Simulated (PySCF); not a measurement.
# Working with the constants of SiNi

PBE0 constants of SiNi, triplet, unpaired electrons π ↑, δ ↑, a mixture of terms (⟨Lz²⟩ = 4.7) (Si def2-TZVPPD, Ni def2-TZVPPD; no relativity (PySCF 2.14); masses 27.9769 and 57.9353 u):

```
ωe              : 363.9 cm⁻¹
ωexe            : 1.57 cm⁻¹
Be              : 0.18472 cm⁻¹
αe              : 0.00114 cm⁻¹
D (centrifugal) : 1.9e-07 cm⁻¹
```

Problem. Give the vibrational terms G(v) and spacings up to v = 6.

Solution. G(v) = ωe(v+½) − ωexe(v+½)².

| v | G(v) (cm⁻¹) | G(v) − G(v−1) | Bv (cm⁻¹) |
| --- | --- | --- | --- |
| 0 | 182 |  | 0.1842 |
| 1 | 542 | 361 | 0.1830 |
| 2 | 900 | 358 | 0.1819 |
| 3 | 1254 | 354 | 0.1807 |
| 4 | 1606 | 351 | 0.1796 |
| 5 | 1954 | 348 | 0.1784 |
| 6 | 2299 | 345 | 0.1773 |

De is left out where the level can put another filling of the metal’s s and d shells below the measured ground configuration, by anything from nothing to about 1 eV. With d or f electrons several states lie close, and the lowest PBE0 determinant need not be the measured ground state.
